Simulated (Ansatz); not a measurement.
Reaction (redistribution): `COB(C)O[SiH3]` + `CO[SiH2]F` → `COB(C)F` + `CO[SiH2]O[SiH3]`

Gas-phase electronic energies from Ansatz, PBE0-D4/def2-TZVP geometries. CCSD(T)/CBS is the MP2 limit (def2-TZVPP, def2-QZVPP) plus CCSD(T) − MP2 in def2-TZVPP, frozen cores. One conformer a species, not always the lowest.

| species | HF/CBS(def2) energy (Eh) |
| --- | --- |
| `COB(C)O[SiH3]` | -544.61542 |
| `CO[SiH2]F` | -504.24999 |
| `COB(C)F` | -278.46883 |
| `CO[SiH2]O[SiH3]` | -770.39351 |

Task: Work out ΔE.

Result: ΔE = (-278.46883) + (-770.39351) − (-544.61542) − (-504.24999) = 0.00307 Eh = +8.1 kJ/mol. CCSD(T)/CBS gives +14.4 kJ/mol.

Largest T1 diagnostic among the species: 0.012.

In def2-TZVPP, CCSD(T) changes the Hartree–Fock value by +5.6 kJ/mol (the triples alone add +0.9 kJ/mol) and MP2 by +6.7 kJ/mol.
